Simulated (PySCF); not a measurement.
First SCF of a structure search on triplet ZrF₂, at a hand-made linear geometry. PySCF input:

```python
from pyscf import gto, scf, dft
mol = gto.M(atom='''
Zr     0.000000     0.000000     0.000000
F      0.000000     0.000000     2.180000
F      0.000000     0.000000    -2.180000''',
    basis={'Zr': 'def2-TZVP', 'F': 'def2-TZVP'},
    ecp={'Zr': 'def2-TZVP'},
    charge=0, spin=2)
mf = dft.UKS(mol, xc='PBE0')
mf.grids.atom_grid = (50, 194)
aux = {'Zr': 'def2-universal-JKFIT', 'F': 'def2-universal-JKFIT'}
mf = mf.density_fit(auxbasis=aux)
mf.conv_tol = 1e-08
mf.diis_space = 10
mf.max_cycle = 60
mf.init_guess = 'minao'
mf.verbose = 4
mf.kernel()
```

Excerpt of the output (cycles alone):

```
init E= -240.947033340059
cycle= 1 E= -246.478095483392  delta_E= -5.53  |g|= 0.645  |ddm|= 3.09
cycle= 2 E= -246.425088668556  delta_E= 0.053  |g|= 0.866  |ddm|= 1.01
cycle= 3 E= -246.635180251747  delta_E= -0.21  |g|= 0.206  |ddm|= 0.434
cycle= 4 E= -246.652448072201  delta_E= -0.0173  |g|= 0.0229  |ddm|= 0.163
cycle= 5 E= -246.652647393293  delta_E= -0.000199  |g|= 0.00178  |ddm|= 0.0145
cycle= 6 E= -246.652649432692  delta_E= -2.04e-06  |g|= 0.000508  |ddm|= 0.00168
cycle= 7 E= -246.652649798076  delta_E= -3.65e-07  |g|= 0.000172  |ddm|= 0.000763
cycle= 8 E= -246.652649852544  delta_E= -5.45e-08  |g|= 2.18e-05  |ddm|= 0.000373
cycle= 9 E= -246.652649852999  delta_E= -4.54e-10  |g|= 5.28e-06  |ddm|= 3.88e-05
Extra cycle  E= -246.652649852977  delta_E= 2.21e-11  |g|= 1.04e-05  |ddm|= 7.01e-06
converged SCF energy = -246.652649852977  <S^2> = 2.0035512  2S+1 = 3.0023665
```

This is not the lowest solution: another start and a stability analysis within the same unrestricted form found one 48.3 kJ/mol lower, at -246.67103 Eh.

Open d and f shells are described by one determinant, and the ground state may have another occupation or spin.

The search for the lowest solution, 3 starts and the stability check together, took 12 s on 4 threads of a shared AMD EPYC 7R43 64-Core (Zen 3) host, with 102 basis functions; the process peaked at 0.47 GiB. Launch command: `OMP_NUM_THREADS=4 python axn.py task.json out`.
